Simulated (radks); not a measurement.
Spherical quantum dot in the effective-mass picture: electrons in a well V = -V0 / (1 + exp((r - R)/a)) with V0 = 18.9, R = 2.04, a = 0.2, with a point charge +2 (a donor) at the centre, all in effective atomic units (hartree* = m*/eps^2 hartree, bohr* = eps/m* bohr), one dielectric constant everywhere. Calculated with a radial shooting solver with Libxc functionals: non-relativistic Kohn-Sham, LDA (Slater exchange, Perdew-Wang correlation), spin-polarised, spherical densities. Levels are named by radial order and angular momentum (1s, 1p, 1d, 2s, ...), and open shells are averaged over m. Each electron was tried in the lowest free levels, single moves between levels near the top were tried too, and the lowest total energy was kept; such a search can miss a lower state. The series stops at N = 19: beyond it a trial failed or the search could not be trusted, so later rows were left out. At N = 1 the Hartree and exchange-correlation terms need not cancel, so that row can carry a self-interaction error.

N                         open shells  2S  E (hartree*)  mu = E(N) - E(N-1) (hartree*)  addition energy mu(N+1) - mu(N) (hartree*)  e(HOMO) (hartree*)
1                    1s(up 1, down 0)   1      -20.6775                        -20.678                                       1.282             -20.178
2                                none   0      -40.0729                        -19.395                                       3.104             -18.936
3                    1p(up 1, down 0)   1      -56.3639                        -16.291                                      0.6750             -15.960
4                    1p(up 2, down 0)   2      -71.9798                        -15.616                                      0.6950             -15.270
5                    1p(up 3, down 0)   3      -86.9007                        -14.921                                      0.8988             -14.572
6                    1p(up 3, down 1)   2      -100.923                        -14.022                                      0.6491             -13.702
7                    1p(up 3, down 2)   1      -114.296                        -13.373                                      0.6637             -13.042
8                                none   0      -127.005                        -12.709                                       1.924             -12.376
9                    2s(up 1, down 0)   1      -137.791                        -10.786                                      0.8319             -10.428
10                               none   0      -147.745                        -9.9539                                      0.7859             -9.5873
11                   1d(up 1, down 0)   1      -156.913                        -9.1680                                      0.6051             -8.8657
12                   1d(up 2, down 0)   2      -165.476                        -8.5629                                      0.5978             -8.2600
13  1d(up 4, down 0) 2s(up 1, down 0)   5      -173.441                        -7.9651                                      0.5757             -7.6935
14  1d(up 5, down 0) 2s(up 1, down 0)   6      -180.830                        -7.3894                                      0.6886             -7.0857
15                   1d(up 5, down 0)   5      -187.531                        -6.7008                                      0.7150             -6.3410
16                   1d(up 5, down 1)   4      -193.517                        -5.9858                                      0.5862             -5.6930
17                   1d(up 5, down 2)   3      -198.917                        -5.3996                                      0.5872             -5.1060
18                   1d(up 5, down 3)   2      -203.729                        -4.8124                                      0.5872             -4.5030
19                   1d(up 5, down 4)   1      -207.954                        -4.2252                                           -             -3.8926

All shells are closed at N = 2, 8, 10 (there: 1s2 1p6 2s2); the second difference of the energy has clear peaks (12 % above both neighbours; the first and last values, which can be the largest, are not judged, and half-filled shells can peak too) at N = 2, 5, 8.
